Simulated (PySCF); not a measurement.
Choosing a molecule for a target property.

Species are written as SMILES; each is one conformer at its optimised geometry, gas phase, non-relativistic unless stated; the electronic structure was computed with PySCF and density fitting.

Dipoles, sizes and rotational constants follow the conformer. The torsions of the flexible species, by atom-mapped SMILES:
- `[H]/[N:2]=[CH:3]/[C@:4]12[CH2:5][C@@H:6]3[C@H:7]([CH2:8]1)[C@H:9]23`: N2–C3–C4–C5 136°
- `[CH2:1]=[CH:2]/[CH:3]=[N:4]\[Si@H:5]([Cl:6])[CH2:7][CH:8]=[CH2:9]`: C1–C2–C3–N4 -179°, C3–N4–Si5–Cl6 -138°, N4–Si5–C7–C8 -70°, Si5–C7–C8–C9 -110°
- `[CH3:1][CH2:2][c:3]1[cH:4][cH:5][n:6][cH:7][cH:8]1`: C1–C2–C3–C4 89°

The conformers of `C=C1CCCC[C@@H]1C(F)F` and `C[PH+]1CCCCC1` aren't listed.

Question: Wanted: smallest rotational constant above 1.1 GHz (GFN2-xTB) and dipole moment below 2 D (PBE0/pcSseg-1), at GFN2-xTB geometries. Which candidate meets both?
A. `C(C[Si@H](/N=C\C=C)Cl)=C`
B. `[H]/N=C/[C@]12C[C@@H]3[C@H](C1)[C@@H]32`
C. `CCC1=CC=NC=C1`
D. `CC=C1CC(C#N)C1`

Answer: B. Computed values:
| species | smallest rotational constant | dipole moment |
| --- | --- | --- |
| C(C[Si@H](/N=C\C=C)Cl)=C | 0.509 GHz | 3.70 D |
| CC=C1CC(C#N)C1 | 0.993 GHz | 4.31 D |
| CCC1=CC=NC=C1 | 1.257 GHz | 2.78 D |
| [H]/N=C/[C@]12C[C@@H]3[C@H](C1)[C@@H]32 | 1.648 GHz | 1.79 D |

Question: Wanted: HOMO energy above -7.3 eV (PBE0/pcSseg-1) and HOMO–LUMO gap below 9 eV (PBE0/pcSseg-1), at GFN2-xTB geometries. Which candidate meets both?
A. `[H]/N=C/[C@]12C[C@@H]3[C@H](C1)[C@@H]32`
B. `C[PH+]1CCCCC1`
C. `N#[N+]O`
D. `C=C1CCCC[C@@H]1C(F)F`

Answer: A. Computed values:
```csv
species,HOMO energy,HOMO–LUMO gap
N#[N+]O,-19.02 eV,10.02 eV
C[PH+]1CCCCC1,-13.22 eV,9.56 eV
C=C1CCCC[C@@H]1C(F)F,-7.38 eV,7.60 eV
[H]/N=C/[C@]12C[C@@H]3[C@H](C1)[C@@H]32,-7.27 eV,7.10 eV
```
